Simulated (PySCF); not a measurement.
# From computed data to an observable: oscillator strength and radiative lifetime

CH6AlClO2Si, SMILES [CH2]([SiH2]Cl)[Al]([OH])[OH].

Geometry optimised at PBE-D3(BJ)/def2-SVP. The structure was generated by enumeration; whether it is a known compound was not checked. One conformer was computed; it need not be the lowest.

PySCF with TDDFT-PBE/def2-SVPD puts the first singlet state with f over 0.02 at 5.71 eV (vertical), with the transition dipole (-0.575, 0.089, 0.000) in atomic units.

### Question
Find the oscillator strength, the wavelength and the radiative lifetime that this transition would have in vacuum if emission retraced absorption.

### Answer

|μ|² = 0.3385 au, so |μ| = 1.48 D. ΔE = 5.71/27.211 = 0.2098 hartree. f = (2/3) ΔE |μ|² = 0.047 (the program prints 0.047).
λ = 1239.84/5.71 = 217 nm; ν = 46054 cm⁻¹.
Einstein's coefficient A = 0.6670 ν² f s⁻¹ (ν in cm⁻¹) = 6.7e7 s⁻¹, so τ = 1/A = 15 ns. This state is S1. The figure is the radiative limit of this one transition; relaxation, internal conversion, crossing to triplets and a medium change what is measured.
